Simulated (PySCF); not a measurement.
C3H13AlGeO2Si, SMILES [OH][Al]([SiH2][Ge]([CH3])([CH3])[CH3])[OH] (GFN2-xTB optimised geometry):

```
21

Ge     1.184    -1.043     0.000
C      3.181    -1.043     0.000
C      0.605    -2.188    -1.527
C      0.620    -2.004     1.653
Si     0.122     1.080     0.000
Al    -1.994     0.866     1.126
O     -2.987    -0.301     0.504
O     -2.270     1.840     2.431
H      3.563    -2.058     0.065
H      3.570    -0.593    -0.908
H      3.568    -0.481     0.845
H      1.058    -3.174    -1.467
H     -0.474    -2.311    -1.523
H      0.888    -1.746    -2.478
H      1.165    -1.642     2.521
H     -0.441    -1.833     1.836
H      0.780    -3.076     1.581
H      1.053     2.058     0.605
H      0.053     1.550    -1.402
H     -3.570    -0.964     0.162
H     -2.418     2.398     3.182
```

Calculation: PySCF with PBE0/def2-SVP.

### Question
What are the frontier orbital energies and the dipole moment?

### Answer
HOMO-2 -7.93 eV, HOMO-1 -7.68 eV, HOMO -6.93 eV, LUMO -0.27 eV, LUMO+1 0.18 eV; dipole moment 1.91 D.

Meta-Löwdin charges at PBE0/def2-SVP: Ge1 0.57, C2 -0.50, C3 -0.50, C4 -0.51, Si5 -0.05, Al6 0.92, O7 -0.73, O8 -0.73, H9 0.11, H10 0.11, H11 0.11, H12 0.11, H13 0.11, H14 0.11, H15 0.11, H16 0.10, H17 0.11, H18 -0.07, H19 -0.06, H20 0.35, H21 0.35.
